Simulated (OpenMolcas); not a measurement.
# Kr+: RASPT2 settings compared

```json
{"Program": "OpenMolcas", "Basis": "ANO-R2 [6s5p4d3f1g]", "Scalar Hamiltonian": "X2C, finite nucleus", "Active space": "7 electrons in 9 orbitals (RAS2 4s 4p; RAS3 4d, at most 2 electrons)", "State averaging": "2S+1 = 2 odd, 3 roots; 2S+1 = 2 even, 1 root", "Spin-orbit coupling": "RASSI with atomic mean-field integrals over the reference wave functions, term energies averaged over their components"}
```

Methods on the same reference wave functions:
A. RASSCF
B. SS-RASPT2, IPEA 0.6 Eh, imaginary shift 0.05 Eh (closed shells correlated: 3d)
C. SS-RASPT2, IPEA 0.4 Eh, imaginary shift 0.4 Eh (closed shells correlated: 3d)
D. XMS-RASPT2, IPEA 0.15 Eh, sigma2 regulariser 0.5 Eh (closed shells correlated: 3s 3p 3d)

Energies in cm⁻¹ above 4s² 4p⁵ ²P°_3/2, the measured ground level; measured values from NIST Handbook of Basic Atomic Spectroscopic Data.

```json
{"Level": "4s² 4p⁵ ²P°_3/2", "A": "0.0", "B": "0.0", "C": "0.0", "D": "0.0", "Measured": "0.0"}
{"Level": "4s² 4p⁵ ²P°_1/2", "A": "4804", "B": "4800", "C": "4800", "D": "4800", "Measured": "5370"}
{"Level": "4s 4p⁶ ²S_1/2", "A": "113752", "B": "114990", "C": "114750", "D": "114600", "Measured": "109000"}
```

Deviations, from unrounded energies. A percentage is the sum of absolute deviations over the sum of measured energies, with the sign that they share, or ± where signs differ.

```tsv
Against measurement	Levels	A	B	C	D
mean absolute deviation (cm-1)	2	2700	3300	3200	3100
fine structure of the ground term (%)	1	-10.5	-10.5	-10.5	-10.5
other configurations (%)	1	+4.4	+5.5	+5.3	+5.1
```

A lies closest to measurement on these levels and B furthest from it. The largest miss of A in the table is 4s 4p⁶ ²S_1/2, by +4800 cm-1. The ranking rests on the paired levels alone, and a cruder setting can come out closer through cancelling errors.

Among B to D the level of the table that moves most is 4s 4p⁶ ²S_1/2, by 390 cm-1 (lowest in D, highest in B). Moves below CASPT2's spread within the term are not significant.

The lowest spin-free term lies below A's lowest term by 0.526 hartree in B, 0.527 hartree in C, 0.718 hartree in D.

CASPT2 breaks the degeneracy within a term, and the mean is taken; among the terms shown or strongly mixed into the levels shown the widest spread is 20 cm-1 (4s² 4p⁵ ²P°, D). Active for correlation alone: 4d; no level in the range computed is led by a configuration that fills it, so any true level of that kind is missing. Some terms mix strongly with configurations of 4d, whose occupation reaches 0.30 (4s 4p⁶ ²S). Without dynamic correlation excited terms often stand tens of per cent too high (terms of higher spin than the ground term too low), and those without a measured partner can miss by more than the paired ones (holds for A). Measured partners are found by configuration, term and J. A level has none where our copy of the source lacks it or the pairing is in doubt (some pairs that miss far off the trend of their configuration count as doubtful), and it then counts in no deviation. Levels of configurations outside the active space are missing.

° marks odd parity.
